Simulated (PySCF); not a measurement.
Fill in the blanks.

C4H11N2PSi.
Cartesian coordinates in Å at the PBE0-D3(BJ)/def2-SVP level; atoms count from 1:
```
atom  x, y, z in Å
C1     2.1008   -1.1110   -1.0496
N2     0.9668   -0.8237   -0.1955
C3     1.1733    0.0221    0.9138
C4     0.2676    1.0063    1.0605
N5    -0.7476    1.0373    0.0833
C6    -1.0591    2.3099   -0.5341
P7    -0.6063   -0.4319   -0.8700
Si8   -1.8226   -1.7548    0.5467
H9     2.5057   -0.2171   -1.5633
H10    2.9099   -1.5523   -0.4461
H11    1.8169   -1.8505   -1.8114
H12    2.0145   -0.1723    1.5833
H13    0.2548    1.7439    1.8663
H14   -1.9273    2.2001   -1.1989
H15   -1.3311    3.0381    0.2469
H16   -0.2212    2.7343   -1.1210
H17   -3.2702   -1.3989    0.4101
H18   -1.6436   -3.1858    0.1459
H19   -1.3938   -1.5748    1.9650
```

```json
{"property": "point group", "level": "PBE0-D3(BJ)/def2-SVP", "value": "?"}
{"property": "rotational constants A, B, C", "level": "PBE0-D3(BJ)/def2-SVP", "value": "1.559, 1.481, 1.025 GHz"}
{"property": "dipole moment", "level": "PBE0/def2-SVPD", "value": "?"}
{"property": "HOMO energy", "level": "PBE0/def2-SVPD", "value": "-5.19 eV"}
{"property": "LUMO energy", "level": "PBE0/def2-SVPD", "value": "?"}
{"property": "lowest singlet excitation", "level": "TDDFT PBE0/def2-SVPD", "value": "3.56 eV (348 nm, f = 0.014)"}
{"property": "strongest line among the 10 lowest singlet transitions", "level": "TDDFT PBE0/def2-SVPD", "value": "S2 at 4.24 eV (293 nm, f = 0.078)"}
{"property": "lowest triplet excitation (Tamm–Dancoff)", "level": "TDA PBE0/def2-SVPD", "value": "?"}
{"property": "static isotropic polarisability", "level": "PBE0/def2-SVPD", "value": "120.9 au"}
{"property": "vertical ionisation energy", "level": "ΔSCF PBE0/def2-SVPD", "value": "6.85 eV"}
{"property": "electronic spatial extent ⟨r²⟩ about the centre of nuclear charge", "level": "PBE0/def2-SVPD", "value": "?"}
{"property": "13C chemical shifts (computed TMS as zero) by class", "level": "GIAO PBE0/pcSseg-1", "value": "?"}
{"property": "1H chemical shifts (computed TMS as zero) by class", "level": "GIAO PBE0/pcSseg-1", "value": "5.52 (H12/H13), 3.64 (H17/H18/H19), 2.45 (H9/H10/H11/H14/H15/H16) ppm"}
{"property": "isotropic shieldings of nuclei other than C and H, by class", "level": "GIAO PBE0/pcSseg-1", "value": "?"}
```

The electronic properties come from PySCF, for the isolated species, density fitting. NMR classes are plain means over equivalent atoms (diastereotopic ones count apart unless rotation or inversion swaps them), as if these changed places fast; in this geometry the members of some classes differ.

(1) What is the dipole moment?

(2) The lowest triplet excitation (Tamm–Dancoff)?

(3) What is the electronic spatial extent ⟨r²⟩ about the centre of nuclear charge?

(4) Give the point group.

(5) Give the 13C chemical shifts (computed TMS as zero) by class.

(6) Give the isotropic shieldings of nuclei other than C and H, by class.

(7) What is the LUMO energy?

## Answers

(1) 1.61 D.

(2) 3.03 eV.

(3) 1368 bohr².

(4) Cs.

(5) 131.3 (C3/C4), 40.8 (C1/C6) ppm.

(6) 212 (N2/N5), 438 (Si8), 208 (P7) ppm.

(7) -0.30 eV.

The largest Löwdin shares of the LUMO are 0.34 on P7, 0.11 on Si8, 0.09 on N5 and 0.09 on N2. The principal polarisabilities are 105.5, 126.2 and 130.9 au; their mean is the isotropic value. The vertical singlet–triplet gap S1 − T1 is 0.53 eV (TDDFT singlet less Tamm–Dancoff triplet; S1: HOMO→LUMO, weight 0.98; T1: HOMO→LUMO, weight 0.92). The ΔSCF ionisation energy exceeds −ε(HOMO) by 1.66 eV with PBE0. The rotational constants make it an asymmetric top with κ = (2B − A − C)/(A − C) = 0.71, nearer the oblate limit (+1). In atomic units the dipole is 0.63 e·bohr (1 au = 2.5417 D).

One conformer stands for the species.
